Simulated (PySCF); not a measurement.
Ga(F)(Br)(NH2) (BrFGaH₂N), SMILES [NH2][Ga]([F])[Br]. Atoms are numbered in the order given.

```xyz
6

Ga    -0.0306    -0.7470     0.0000
F     -1.6088    -1.5090     0.0000
Br     0.0497     1.5320     0.0000
N      1.4218    -1.8028     0.0000
H      2.3702    -1.4466     0.0000
H      1.3679    -2.8151     0.0000
```
Charge 0, spin multiplicity 1.

Coordinates come from a B3LYP-D3(BJ)/def2-SVP optimisation. The structure was generated by enumeration; whether it is a known compound was not checked. Other conformers were not sampled.

The numbers are results of B3LYP-D3(BJ)/def2-SVP run with PySCF 2.14.0, not measurements.

Frequencies are harmonic and unscaled.

**Question.** Estimate the vibrational spectrum. (An estimate is asked for; the answer gives what the named calculation found.)

**Answer.** 
```csv
mode,ν (cm⁻¹),IR (km/mol),moving atoms (share of kinetic energy)
1,42,168.1,"H 40 %, N 37 %, Ga 16 %"
2,124,3.1,"N 33 %, Ga 23 %, F 17 %, Br 14 %, H 14 %"
3,172,15.1,"F 57 %, N 18 %, Br 10 %, H 10 %"
4,192,17.0,"H 47 %, Ga 32 %, F 16 %"
5,307,28.7,"Br 47 %, Ga 44 %"
6,372,0.3,H 99 %
7,693,35.8,"F 66 %, N 16 %, Ga 13 %"
8,733,94.0,"H 73 %, N 22 %"
9,756,67.8,"N 50 %, Ga 24 %, F 13 %, H 13 %"
10,1498,23.0,"H 90 %, N 10 %"
11,3588,46.7,H 96 %
12,3701,50.8,"H 91 %, N 9 %"
```
